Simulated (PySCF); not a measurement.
# Exercise with solution: refractive index and permittivity of the vapour

CH4N, SMILES [NH]C, multiplicity 2.

Geometry: PBE0-D3(BJ)/def2-TZVP. The isomer is the one that the SMILES or the coordinates give; other isomers of the formula were not compared.

PBE/def2-TZVPD (PySCF) gives a mean static polarisability of 25.3 bohr³ and a dipole moment of 1.97 D. Take an ideal gas at 298.15 K and 1 bar, whether or not the substance is that volatile.

Question: Work out n − 1 in the optical limit and the static ε − 1.

Answer: 
Polarisability volume α' = 25.3 × 0.148185 = 3.75 Å³. Number density N = p/kT = 2.43e-5 Å⁻³.
Dilute limit of Lorentz–Lorenz: n − 1 = 2π N α' = 0.00057.
Orientation term of Debye: μ²/(3kT) = 8.098 Å³ × μ²(D²) = 31.43 Å³.
ε − 1 = 4π N (α' + μ²/3kT) = 0.011. Orientation of the dipole supplies 89 % of the static response; it can't follow optical fields. Vibrational polarisation and dispersion are left out.
